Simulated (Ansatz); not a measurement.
Relaxation of F₄H₄O₂W (11 atoms, charge 0, multiplicity 1), to a largest force component of 0.03 eV/Å in at most 50 steps.

These are results of RKS LDA/def2-SVP in Ansatz 0.2.0, not measurements.

```xyz
11
Properties=species:S:1:pos:R:3
W 0.165 0.232 -0.427
O 0.314 -0.630 2.568
H -0.574 -0.290 2.857
F 1.970 0.043 0.008
F -0.712 1.564 -1.383
F -1.394 0.453 0.611
O -0.082 -1.536 0.068
H 0.039 -1.531 1.093
F 0.783 -0.120 -2.143
H 0.562 1.410 0.764
H 0.739 0.193 2.185
```

**Question.** Where does it end, and by what steps?

**Answer.** The forces met the threshold. After 17 steps the energy has fallen by 0.602 eV; H3 moved furthest, 0.71 Å. Joined: W1–O2 (3.12 → 2.29 Å).

```
step  energy less start (eV)  largest force component (eV/Å)  accepted
   0                  0.0000                           0.632       yes
   1                 -0.0782                           1.937       yes
   2                 -0.1586                           1.724       yes
   3                 -0.2528                           1.031       yes
   4                 -0.3945                           0.711       yes
   5                 -0.4474                           1.164       yes
   6                 -0.5335                           0.670       yes
   7                 -0.5745                           0.440       yes
   8                 -0.5753                           0.814       yes
   9                 -0.5928                           0.530       yes
  10                 -0.5986                           0.078       yes
  11                 -0.5994                           0.058       yes
  12                 -0.6002                           0.032       yes
  13                 -0.6006                           0.058       yes
  14                 -0.6006                           0.063       yes
  15                 -0.6014                           0.130       yes
  16                 -0.6019                           0.048       yes
  17                 -0.6022                           0.008       yes
```

```xyz
11
Properties=species:S:1:pos:R:3
W 0.127 0.190 -0.172
O 0.313 -0.335 2.052
H -0.291 0.276 2.528
F 1.946 0.184 0.327
F -0.693 1.482 -1.234
F -1.592 0.274 0.605
O -0.121 -1.664 -0.013
H -0.318 -2.016 0.884
F 0.901 -0.143 -1.833
H 0.303 1.586 0.819
H 1.237 -0.046 2.237
```

Whether the end is a true minimum wasn't checked by a vibrational analysis.

Time of the run: 21 s on 4 threads of Arm Neoverse V2 (shared host), peak memory 0.2 GiB.
